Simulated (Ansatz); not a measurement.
Ansatz (a program for electronic structure) input:
A basis named .json is the Basis Set Exchange file of that set.

Ansatz 0.2 input:
```yaml
crystal:
  periodic: [false, false, false]
  atoms:
    - {symbol: B, position_ang: [-0.92049891, 0.12882452, -0.02652251]}
    - {symbol: N, position_ang: [0.72102801, -0.10090842, 0.02077512]}
    - {symbol: H, position_ang: [-1.31712121, -0.63207209, -0.87706333]}
    - {symbol: H, position_ang: [-1.06386077, 1.29338918, -0.31449670]}
    - {symbol: H, position_ang: [-1.30555189, -0.14538387, 1.08533924]}
    - {symbol: H, position_ang: [0.94651716, -1.06267980, 0.25797112]}
    - {symbol: H, position_ang: [1.15235918, 0.50227379, 0.71520736]}
    - {symbol: H, position_ang: [1.14295601, 0.10670910, -0.87977095]}
basis:
  gaussian:
    orbitals: def2-QZVPPD.json
hamiltonian:
  xc: hf
```

Problem. What final total energy does it print?

Solution. -82.65968 Eh (HF/def2-QZVPPD). The basis has 324 functions.
